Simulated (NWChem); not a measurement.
**Correlation energy of FOS**

```
S
O 1 1.4721
F 1 1.6307 2 108.62
```
Charge 0, spin multiplicity 2.

All runs are NWChem calculations. All single points use one geometry, from UPBE0/def2-SVP, a minimum by its harmonic frequencies.

Basis set: cc-pVDZ. Each correlation energy counts from its own Hartree-Fock reference.

The correlated methods keep 7 core orbitals frozen. The structure started from a generated list of species. The unpaired electrons of the parent sit in orbitals of symmetry a" (Cs labels of the run); other states weren't searched. No SCF solution was tested for a lower state. Open-shell Hartree-Fock references start from PBE0 orbitals. Coupled-cluster values serve here as a point of comparison, not as the truth.

### Question
Order these methods by the correlation energy they give, lowest first: URI-MP2, SCS-UMP2, CCSD on UHF, CCSD[T] on UHF, CCSD(T) on UHF.

### Answer
CCSD[T] on UHF (-524.1 mHa), CCSD(T) on UHF (-522.2 mHa), CCSD on UHF (-507.5 mHa), URI-MP2 (-493.7 mHa), SCS-UMP2 (-473.4 mHa)
